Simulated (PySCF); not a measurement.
Method: delta-SCF UKS SCAN, pcX-2 on the ionised atom, pcseg-1 elsewhere, spin-free X2C (PySCF 2.14.0). Geometries: GFN2-xTB; isolated species, one conformer each. Values against the vacuum level. 2p3/2 and 2p1/2 are the ΔSCF energy of one spin-free 2p hole plus the eigenvalues of a spin–orbit and ligand-field matrix of the shell.

(1) Rank by computed C 1s binding energy, lowest first.
A. C4 in `[F:1][SiH2:2][O:3][CH:4]1[CH2:5][CH2:6]1`
B. C5 in `[CH3:1][Si@@H:2]1[O:3][CH2:4][C@H:5]1[F:6]`
C. C5 in `[O:1]=[CH:2][C:3]1([SiH3:4])[CH:5]=[CH:6]1`
D. C3 in `[OH:1][Si@@H:2]1[CH2:3][CH2:4][C@@H:5]1[F:6]`
E. C3 in `[F:1]/[CH:2]=[CH:3]/[CH2:4][O:5][SiH3:6]`
F. C3 in `[O:1]=[CH:2][C@H:3]([SiH3:4])[CH2:5][F:6]`

(2) Rank by computed Si 1s binding energy, lowest first.
A. Silicon in `C1C(C=1)([SiH3])C=O`
B. Silicon in `C1(CC1)O[SiH2]F`
C. Silicon in `F/C=C/CO[SiH3]`
D. Silicon in `O[Si@@H]1CC[C@@H]1F`

(3) Rank by computed Si 2p3/2 binding energy, lowest first.
A. Silicon in `O[Si@@H]1CC[C@@H]1F`
B. Silicon in `O=CC1([SiH3])C=C1`
C. Silicon in `F[SiH2]OC1CC1`
D. Silicon in `F/C=C/CO[SiH3]`

Results:

(1) D (289.98 eV), E (290.58 eV), F (290.98 eV), C (291.47 eV), B (292.21 eV), A (292.51 eV).

From the lowest up, the atoms are bonded to: C, 2 H and Si (289.98); C (double bond), C and H (290.58); 2 C, H and Si (290.98); C (double bond), C and H (291.47); F, C, H and Si (292.21); O, 2 C and H (292.51).

(2) A (1846.10 eV), D (1846.96 eV), C (1847.30 eV), B (1848.27 eV).

The highest is bonded to F, O and 2 H, the lowest to C and 3 H; the range is 2.17 eV.

(3) B (106.40 eV), A (107.10 eV), D (107.46 eV), C (108.20 eV).

The highest is bonded to F, O and 2 H, the lowest to C and 3 H; the range is 1.80 eV.
